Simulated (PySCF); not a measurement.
# Does the structure fit the spectrum?

A compound C6H9ClSi gives the data below (simulated from a calculation) and was assigned the structure `CC#C[SiH2]C/C=C/Cl`.

13C{1H} NMR (computed): δ 149.2 (C), 131.2 (C), 84.1 (C), 77.6 (CH), 33.6 (CH2), 26.1 (CH3).

1H NMR (400 MHz, computed): δ 4.27 (s, 3H), 3.23 (d, 2H), 2.18 (s, 3H), 1.55 (t, 1H).

- GFN2-xTB geometry
- PBE0/pcSseg-1 with gauge-including orbitals
- run in PySCF 2.14
- gas phase, averaged over atoms made equivalent by symmetry, fast rotation or ring inversion, a single conformation, non-relativistic Hamiltonian

δ = σ(ref) − σ, references computed at the same level: 1H (σ = 31.72 ppm) and 13C (σ = 186.93 ppm) vs TMS.

(1) Compare with the shifts computed for the proposed structure, pairing carbons in order of shift.

(2) Which isomer fits?

Results:

(1) Numbering as in the mapped SMILES `[CH3:1][C:2]#[C:3][SiH2:4][CH2:5]/[CH:6]=[CH:7]/[Cl:8]`. Each H is labelled by its parent atom.

```
atom  computed for proposal  given list  difference
  C6                  137.0       149.2       -12.2
  C7                  129.0       131.2        -2.2
  C2                  116.2        84.1       +32.1
  C3                   80.4        77.6        +2.8
  C5                   21.0        33.6       -12.6
  C1                    6.0        26.1       -20.1
```

The rms difference is 17.1 ppm and the largest +32.1 ppm at C2 (alkyne carbon). The carbon types in order of shift don't match either: CH, CH, C, C, CH2, CH3 for the proposal against C, C, C, CH, CH2, CH3 in the data. The proposal doesn't fit.

(2) `C#CC/C(Cl)=C(/C)[SiH3]`.

1. Carbon types of the structure: 3 × C, 1 × CH, 1 × CH2, 1 × CH3, leaving 3 H on heteroatoms.
2. δC 149.2, 131.2: fully substituted alkene carbon; the olefinic region.
3. δC 84.1: alkyne carbon; sp carbons lie upfield of alkene carbons because the cylindrical π system leaves one tensor component strongly shielded.
4. δC 77.6: terminal alkyne carbon; the triple bond shields along its axis, which puts it between sp3 and sp2 carbons.
5. δH 2.18: hydrogen on an allylic methyl carbon; allylic position.

Other isomers checked: C=C(C#C[SiH2]C)CCl (rms 22.2 ppm); CC1=C[SiH2][C@H]1/C=C\Cl (rms 31.1 ppm).

The shifts were computed for this structure.

Carbons that carry Cl, above all several Cl atoms, come out too deshielded, partly because spin–orbit coupling is missing. Shifts are as computed. Against solution values, carbons near 30 ppm lie about +3 ppm off and those near 130 ppm about +5 ppm; carbons on Cl a further +6 ppm. Of 1211 compounds with measured shifts, 218 miss one by over three times the rms of a fit or turn the order of signals round; such compounds aren't used in these exercises. No couplings were computed; multiplicities are counted from neighbouring protons, with m where these are inequivalent, close in shift, in a saturated or five-membered ring or joined by F or P, and br s for small geminal =CH2 splittings.
